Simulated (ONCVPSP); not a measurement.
**Plane-wave convergence, ONCV potential for Ho (Z = 67)**

```json
{
 "Element": "Ho (Z = 67)",
 "Generator": "ONCVPSP 4.0.1",
 "Type": "optimised norm-conserving Vanderbilt (ONCV)",
 "Functional": "PBE",
 "Relativity": "scalar-relativistic",
 "Frozen core": "[Kr] 4d10",
 "Valence charge": "21",
 "Reference configuration": "4f10 5s2 5p6 5d1 6s2",
 "Partial waves": "5s+6s: rc 1.65 bohr, ncon 4, nbas 8, qcut 6.1 1/bohr, 2 projectors; 5p: rc 2.15 bohr, ncon 4, nbas 7, qcut 7.5 1/bohr, 2 projectors, debl 1.7 Ha; 5d: rc 3.25 bohr, ncon 3, nbas 7, qcut 4 1/bohr, 2 projectors, debl 0.9 Ha; 4f: rc 1.20 bohr, ncon 5, nbas 10, qcut 15.6 1/bohr, 2 projectors, debl 1.2 Ha",
 "Local potential": "polynomial inside 0.85 bohr (lpopt 3, dvloc0 2 Ha)",
 "Core correction": "Teter function, fcfact 4, rcfact 1.3"
}
```

For each optimised wave give the share of its norm inside rc, the residual kinetic energy above qcut (Ha) and the cutoffs (Ha) for errors of 10, 1, 0.1 and 0.01 mHa per electron.

```csv
wave,norm inside rc,residual KE,10 mHa,1 mHa,0.1 mHa,0.01 mHa
5s,0.838,1.9e-04,12.8,16.1,26.3,63.8
6s,0.038,5.5e-05,9.5,14.2,17.6,29.6
5p,0.894,5.1e-08,5.9,13.2,18.1,21.2
p projector 2,0.072,5.8e-08,5.3,12.3,18.3,21.9
5d,0.690,1.1e-05,4.7,6.0,7.0,8.2
d projector 2,0.205,1.1e-04,5.3,6.8,8.2,21.3
4f,0.851,1.1e-05,91.2,103.3,112.5,125.6
f projector 2,0.041,2.2e-06,77.0,93.5,106.4,115.6
```

The occupied waves need 103 Ha and 113 Ha for 1 and 0.1 mHa. Note: ghosts flagged at negative energy: s at -103.1 eV; GHOST(+) flagged for p at 100.2 eV, d at 126.0 eV. A true bound ghost makes a file unfit for plane-wave use. 2 of 4 tests not solved or not reliable.
